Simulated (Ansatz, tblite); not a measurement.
Removing and adding an electron: Cu(PH3)(OH) (CuPOH₄). The state is a singlet with charge 0. Geometry: B3LYP-D4/def2-TZVP. Ansatz, gas phase; energy differences of separate SCF runs; the oxidised species was run as a doublet alone; the reduced species was run as a doublet alone.

```
atom    x (Å)    y (Å)    z (Å)
 Cu1  -0.0778   0.3469   0.8834
  P2   0.2570  -0.4963  -1.0701
  H3  -0.4817  -1.6221  -1.4856
  H4   1.5426  -0.9763  -1.3902
  H5   0.0551   0.3016  -2.2136
  O6  -0.2266   1.0101   2.5457
  H7  -1.0685   1.4360   2.7304
```

The xTB rows come from tblite. Correlated methods freeze 15 core orbitals. In CCSD on the charge 1 doublet the largest single amplitude is 0.22, so its Hartree–Fock determinant may place the open shell otherwise than the density functionals do.

```json
{"level": "GFN1-xTB", "−HOMO (eV)": "10.21", "vertical IE (eV)": "13.30", "−LUMO (eV)": "6.67", "vertical EA (eV)": "3.19", "HOMO–LUMO gap (eV)": "3.54", "IE − EA (eV)": "10.11", "remarks": "–"}
{"level": "GFN2-xTB", "−HOMO (eV)": "9.21", "vertical IE (eV)": "–", "−LUMO (eV)": "6.43", "vertical EA (eV)": "3.68", "HOMO–LUMO gap (eV)": "2.78", "IE − EA (eV)": "–", "remarks": "–"}
{"level": "HF/def2-TZVPP", "−HOMO (eV)": "–", "vertical IE (eV)": "6.71", "−LUMO (eV)": "–", "vertical EA (eV)": "–", "HOMO–LUMO gap (eV)": "–", "IE − EA (eV)": "–", "remarks": "–"}
{"level": "PBE-D4/def2-TZVP", "−HOMO (eV)": "4.84", "vertical IE (eV)": "8.44", "−LUMO (eV)": "1.45", "vertical EA (eV)": "–", "HOMO–LUMO gap (eV)": "3.39", "IE − EA (eV)": "–", "remarks": "–"}
{"level": "PBE-D4/def2-TZVPD", "−HOMO (eV)": "5.03", "vertical IE (eV)": "–", "−LUMO (eV)": "1.63", "vertical EA (eV)": "-0.42", "HOMO–LUMO gap (eV)": "3.41", "IE − EA (eV)": "–", "remarks": "HOMO above zero (-1 doublet)"}
{"level": "r2SCAN-D4/def2-TZVP", "−HOMO (eV)": "5.03", "vertical IE (eV)": "8.34", "−LUMO (eV)": "1.23", "vertical EA (eV)": "–", "HOMO–LUMO gap (eV)": "3.80", "IE − EA (eV)": "–", "remarks": "–"}
{"level": "r2SCAN-D4/def2-TZVPD", "−HOMO (eV)": "5.18", "vertical IE (eV)": "–", "−LUMO (eV)": "1.39", "vertical EA (eV)": "-0.54", "HOMO–LUMO gap (eV)": "3.80", "IE − EA (eV)": "–", "remarks": "HOMO above zero (-1 doublet)"}
{"level": "PBE0-D4/def2-TZVP", "−HOMO (eV)": "6.20", "vertical IE (eV)": "8.37", "−LUMO (eV)": "0.61", "vertical EA (eV)": "–", "HOMO–LUMO gap (eV)": "5.59", "IE − EA (eV)": "–", "remarks": "–"}
{"level": "PBE0-D4/def2-TZVPD", "−HOMO (eV)": "6.36", "vertical IE (eV)": "–", "−LUMO (eV)": "0.82", "vertical EA (eV)": "-0.54", "HOMO–LUMO gap (eV)": "5.53", "IE − EA (eV)": "–", "remarks": "HOMO above zero (-1 doublet)"}
{"level": "MP2/def2-TZVPP", "−HOMO (eV)": "–", "vertical IE (eV)": "9.15", "−LUMO (eV)": "–", "vertical EA (eV)": "–", "HOMO–LUMO gap (eV)": "–", "IE − EA (eV)": "–", "remarks": "–"}
{"level": "CCSD/def2-TZVPP", "−HOMO (eV)": "–", "vertical IE (eV)": "8.42", "−LUMO (eV)": "–", "vertical EA (eV)": "–", "HOMO–LUMO gap (eV)": "–", "IE − EA (eV)": "–", "remarks": "–"}
{"level": "CCSD(T)/def2-TZVPP", "−HOMO (eV)": "–", "vertical IE (eV)": "8.59", "−LUMO (eV)": "–", "vertical EA (eV)": "–", "HOMO–LUMO gap (eV)": "–", "IE − EA (eV)": "–", "remarks": "–"}
```

Relaxing the oxidised species (B3LYP-D4/def2-TZVP) changes its energy by -0.11 eV at PBE-D4/def2-TZVP, so the adiabatic ionisation energy to this nearest minimum is 8.33 eV. At PBE0-D4/def2-TZVP it is 8.25 eV.     A HOMO above zero means that the electron is unbound at that level or that self-interaction error raises the level; the energy of removing that electron tells which. Raw xTB energy differences between charge states are shifted by several eV; the methods need an empirical correction for them. A negative affinity means that the extra electron isn't bound; its size then hangs on the basis.
